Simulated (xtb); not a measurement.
Input file for xtb: GFN2-xTB on H2SeTe (SMILES [SeH][TeH]), a point of a torsion scan.

```
$ xtb mol.xyz --gfn 2 --opt vtight --chrg 0 --uhf 0 --input xcontrol
4

Se    -1.26065913     0.55001449     0.44573093
Te     1.16004615     0.71544249    -0.38433114
H     -1.95317511    -0.61452306    -0.28297210
H      2.15063965     1.34563353     0.90192774
$constrain
  force constant=1.0
  dihedral: 3,1,2,4,210.0
$end
```

The log:

```
[...]
           -------------------------------------------------
          |                Calculation Setup                |
           -------------------------------------------------



           -------------------------------------------------
          |                 G F N 2 - x T B                 |
           -------------------------------------------------

        Reference                      10.1021/acs.jctc.8b01176
      * Hamiltonian:
        H0-scaling (s, p, d)           1.850000    2.230000    2.230000
        zeta-weighting                 0.500000
      * Dispersion:
        s8                             2.700000
        a1                             0.520000
        a2                             5.000000
        s9                             5.000000
      * Repulsion:
        kExp                           1.500000    1.000000
        rExp                           1.000000
      * Coulomb:
        alpha                          2.000000
        third order                    shell-resolved
        anisotropic                    true
        a3                             3.000000
        a5                             4.000000
        cn-shift                       1.200000
        cn-exp                         4.000000
        max-rad                        5.000000


          ...................................................
          :                      SETUP                      :
          :.................................................:
          :  # basis functions                  22          :
          :  # atomic orbitals                  20          :
          :  # shells                            8          :
          :  # electrons                        14          :
          :  max. iterations                   250          :
          :  Hamiltonian                  GFN2-xTB          :
          :  restarted?                      false          :
          :  GBSA solvation                  false          :
          :  PC potential                    false          :
          :  electronic temp.          300.0000000     K    :
          :  accuracy                    1.0000000          :
          :  -> integral cutoff          0.2500000E+02      :
          :  -> integral neglect         0.1000000E-07      :
          :  -> SCF convergence          0.1000000E-05 Eh   :
          :  -> wf. convergence          0.1000000E-03 e    :
          :  Broyden damping             0.4000000          :
          :  net charge                          0          :
          :  unpaired electrons                  0          :
          ...................................................

 iter      E             dE          RMSdq      gap      omega  full diag
   1     -7.2676624 -0.726766E+01  0.142E+01    2.50       0.0  T
   2     -7.2446410  0.230214E-01  0.853E+00    2.55       1.0  T
   3     -7.2592566 -0.146156E-01  0.973E+00    2.52       1.0  T
   4     -7.2904585 -0.312018E-01  0.120E+00    2.65       1.0  T
   5     -7.2906690 -0.210512E-03  0.638E-01    2.65       1.0  T
   6     -7.2908132 -0.144171E-03  0.960E-02    2.65       1.0  T
   7     -7.2908171 -0.390992E-05  0.274E-02    2.65       1.8  T
   8     -7.2908167  0.363748E-06  0.385E-02    2.65       1.3  T
   9     -7.2908172 -0.482498E-06  0.112E-02    2.65       4.5  T
  10     -7.2908172 -0.769855E-08  0.206E-03    2.65      24.3  T
  11     -7.2908172 -0.143885E-08  0.550E-04    2.65      90.9  T
  12     -7.2908172  0.147137E-09  0.676E-04    2.65      74.0  T

   *** convergence criteria satisfied after 12 iterations ***

         #    Occupation            Energy/Eh            Energy/eV
      -------------------------------------------------------------
         1        2.0000           -0.8440623             -22.9681
         2        2.0000           -0.7489859             -20.3809
         3        2.0000           -0.4815951             -13.1049
         4        2.0000           -0.4750549             -12.9269
         5        2.0000           -0.4259626             -11.5910
         6        2.0000           -0.4030551             -10.9677
         7        2.0000           -0.3672657              -9.9938 (HOMO)
         8                         -0.2697793              -7.3411 (LUMO)
         9                         -0.2267173              -6.1693
        10                         -0.1933077              -5.2602
        11                         -0.0279336              -0.7601
        12                         -0.0175203              -0.4768
       ...                                ...                  ...
        20                          0.8568910              23.3172
      -------------------------------------------------------------
                  HL-Gap            0.0974864 Eh            2.6527 eV
             Fermi-level           -0.3185225 Eh           -8.6674 eV

 SCC (total)                   0 d,  0 h,  0 min,  0.003 sec
 SCC setup           
[...]
    Energy/eV
      -------------------------------------------------------------
         1        2.0000           -0.8452556             -23.0006
         2        2.0000           -0.7509600             -20.4347
         3        2.0000           -0.4887685             -13.3001
         4        2.0000           -0.4756597             -12.9434
         5        2.0000           -0.4391622             -11.9502
         6        2.0000           -0.4064203             -11.0593
         7        2.0000           -0.3660618              -9.9610 (HOMO)
         8                         -0.2578536              -7.0166 (LUMO)
         9                         -0.1885134              -5.1297
        10                         -0.1741816              -4.7397
        11                         -0.0310403              -0.8446
        12                         -0.0203577              -0.5540
       ...                                ...                  ...
        20                          0.9653665              26.2690
      -------------------------------------------------------------
                  HL-Gap            0.1082082 Eh            2.9445 eV
             Fermi-level           -0.3119577 Eh           -8.4888 eV

 SCC (total)                   0 d,  0 h,  0 min,  0.002 sec
 SCC setup                      ...        0 min,  0.000 sec (  8.316%)
 Dispersion                     ...        0 min,  0.000 sec (  0.452%)
 classical contributions        ...        0 min,  0.000 sec (  0.280%)
 integral evaluation            ...        0 min,  0.000 sec ( 26.312%)
 iterations                     ...        0 min,  0.000 sec ( 24.680%)
 molecular gradient             ...        0 min,  0.001 sec ( 36.104%)
 printout                       ...        0 min,  0.000 sec (  3.285%)

         :::::::::::::::::::::::::::::::::::::::::::::::::::::
         ::                     SUMMARY                     ::
         :::::::::::::::::::::::::::::::::::::::::::::::::::::
         :: total energy              -7.298919931356 Eh    ::
         :: gradient norm              0.000044698254 Eh/a0 ::
         :: HOMO-LUMO gap              2.944495172418 eV    ::
         ::.................................................::
         :: SCC energy                -7.313882788780 Eh    ::
         :: -> isotropic ES            0.003237454816 Eh    ::
         :: -> anisotropic ES          0.001305688200 Eh    ::
         :: -> anisotropic XC         -0.000858973175 Eh    ::
         :: -> dispersion             -0.002106651231 Eh    ::
         :: repulsion energy           0.014957539495 Eh    ::
         :: add. restraining           0.000005317930 Eh    ::
         :: total charge              -0.000000000000 e     ::
         :::::::::::::::::::::::::::::::::::::::::::::::::::::

           -------------------------------------------------
          |                Property Printout                |
           -------------------------------------------------

    * Orbital Energies and Occupations

         #    Occupation            Energy/Eh            Energy/eV
      -------------------------------------------------------------
         1        2.0000           -0.8452556             -23.0006
         2        2.0000           -0.7509600             -20.4347
         3        2.0000           -0.4887685             -13.3001
         4        2.0000           -0.4756597             -12.9434
         5        2.0000           -0.4391622             -11.9502
         6        2.0000           -0.4064203             -11.0593
         7        2.0000           -0.3660618              -9.9610 (HOMO)
         8                         -0.2578536              -7.0166 (LUMO)
         9                         -0.1885134              -5.1297
        10                         -0.1741816              -4.7397
        11                         -0.0310403              -0.8446
        12                         -0.0203577              -0.5540
        13                          0.0051681               0.1406
        14                          0.0122502               0.3333
        15                          0.0682332               1.8567
        16                          0.1092729               2.9735
        17                          0.1182805               3.2186
        18                          0.3826583              10.4127
       ...                                ...                  ...
        20                          0.9653665              26.2690
      -------------------------------------------------------------
                  HL-Gap            0.1082082 Eh            2.9445 eV
             Fermi-level           -0.3119577 Eh           -8.4888 eV

     #   Z          covCN         q      C6AA      α(0)
     1  34 Se       1.822    -0.268   244.829    27.266
     2  52 Te       1.849     0.082   415.013    37.654
     3   1 H        0.925     0.137     1.482     1.904
     4   1 H        0.953     0.049     2.329     2.386

 Mol. C6AA /au·bohr⁶  :       1500.174675
 Mol. C8AA /au·bohr⁸  :     120124.101868
 Mol. α(0) /au        :         69.209159


Wiberg/Mayer (AO) data.
largest (>0.10) Wiberg bond orders for each atom

 ---------------------------------------------------------------------------
     #   Z sym  total        # sym  WBO       # sym  WBO       # sym  WBO
 ---------------------------------------------------------------------------
     1  34 Se   2.173 --     2 Te   1.176     3 H    0.965
     2  52 Te   2.152 --     1 Se   1.176     4 H    0.963
     3   1 H    0.981 --     1 Se   0.965
     4   1 H    0.998 --     2 Te   0.963
 ---------------------------------------------------------------------------
Note: The following floating-point exceptions are signalling: IEEE_UNDERFLOW_FLAG IEEE_DENORMAL
normal termination of xtb

Topologies differ in total number of bonds
Writing topology from bond orders to xtbtopo.mol

molecular dipole:
                 x           y           z       tot (Debye)
 q only:        0.492      -0.213      -0.349
   full:        0.553      -0.271      -0.511       2.034
molecular quadrupole (traceless):
                xx          xy          yy          xz          yz          zz
 q only:        0.909       2.451      -0.295       1.380      -0.276      -0.614
  q+dip:       -1.671       2.219       0.651       2.403       0.098       1.020
   full:        0.308       3.590      -1.249       2.360       1.491       0.940

           -------------------------------------------------
          |                Geometry Summary                 |
           -------------------------------------------------

      molecular mass/u    :      208.5783965
   center of mass at/Å    :        0.2494880       0.6454707      -0.1036661
  moments of inertia/u·Å² :        0.4724614E+01   0.3120242E+03   0.3161202E+03
rotational constants/cm⁻¹ :        0.3568044E+01   0.5402668E-01   0.5332665E-01

 * 2 selected distances

     #   Z          #   Z                                           value/Å
     1  34 Se       3   1 H                                       1.4392504 (min)
     2  52 Te       4   1 H                                       1.6375788 (max)

 * 2 distinct bonds (by element types)

   Z      Z             #   av. dist./Å        max./Å        min./Å
   1 H   34 Se          1     1.4392504     1.4392504     1.4392504
   1 H   52 Te          1     1.6375788     1.6375788     1.6375788


optimized geometry written to: xtbopt.xyz


           -------------------------------------------------
          | TOTAL ENERGY               -7.298919931356 Eh   |
          | GRADIENT NORM               0.000044698254 Eh/α |
          | HOMO-LUMO GAP               2.944495172418 eV   |
           -------------------------------------------------

------------------------------------------------------------------------
------------------------------------------------------------------------
 total:
 SCF:
 ANC optimizer:
```

The run finished.

Warnings raised: the energy holds the restraint's term.

Cost: about 0.05 core-seconds (a rough figure).
